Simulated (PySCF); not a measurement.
TaOF2, SMILES [O]=[Ta+]([F])[F], charge +1, multiplicity 1.

Geometry optimised at r2SCAN-D4/def2-TZVP. The spin state was assumed, not searched. The isomer is the one that the SMILES or the coordinates give; other isomers of the formula were not compared. The def2 effective core potentials stand for the cores of Ta; spin–orbit coupling is left out.

Level of theory: TDA-M06-2X/def2-SVPD (PySCF).

Vertical excitations. The molecule is in vacuum. State labels are in the subgroup Cs.

Computed lowest excited states:
```
state  symmetry  energy (eV)  λ (nm)      f                                                                  main pairs
-----  --------  -----------  ------  -----  --------------------------------------------------------------------------
S1           A"         4.64     267  0.001                                                              HOMO→LUMO 96 %
S2           A'         5.03     246  0.006                                                            HOMO−1→LUMO 91 %
S3           A'         5.16     240  0.004                                                            HOMO−2→LUMO 93 %
S4           A"         5.99     207  0.000                                        HOMO→LUMO+2 64 %, HOMO−1→LUMO+1 24 %
S5           A'         6.26     198  0.008                                        HOMO→LUMO+1 73 %, HOMO−1→LUMO+2 22 %
S6           A"         6.37     195  0.000                                        HOMO−1→LUMO+1 70 %, HOMO→LUMO+2 23 %
S7           A'         6.54     189  0.000                     HOMO−2→LUMO+2 46 %, HOMO−1→LUMO+2 35 %, HOMO→LUMO+1 9 %
S8           A"         6.63     187  0.000                                                          HOMO−2→LUMO+1 91 %
S9           A'         7.37     168  0.030  HOMO−2→LUMO+2 32 %, HOMO−1→LUMO+2 24 %, HOMO→LUMO+4 21 %, HOMO→LUMO+1 11 %
S10          A"         7.41     167  0.012                                                            HOMO−3→LUMO 91 %
T1           A"         4.51     275      0                                                              HOMO→LUMO 94 %
T2           A'         4.53     274      0                                                            HOMO−1→LUMO 84 %
T3           A'         4.90     253      0                                                            HOMO−2→LUMO 86 %
T4           A'         5.55     223      0                      HOMO→LUMO+1 42 %, HOMO−1→LUMO+2 30 %, HOMO→LUMO+4 10 %
```
Triplets are in the Tamm–Dancoff approximation.
